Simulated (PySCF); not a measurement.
Stationary points of [Cu2Cl]+

Computed with PySCF, PBE0, basis Cl def2-TZVP, Cu def2-TZVP (no relativity, density fitting).

Relaxations began from a few typed shapes. The search is not exhaustive: other isomers or separated fragments can lie lower, and high-lying points may rest on an excited occupation.

Q: Order these stationary points by electronic energy, lowest first, in kJ/mol from the lowest minimum.
A. singlet D∞h: Cl–Cu 2.159 Å (×2); Cu–Cl–Cu 180.0°
B. singlet C2v: Cl–Cu 2.159 Å (×2); Cu–Cl–Cu 115.7°

A: B (0.0), A (14.0).

Q: Which of them are minima?

A: By energy in kJ/mol, 0.0: minimum; 14.0: saddle point, 2 imaginary modes.
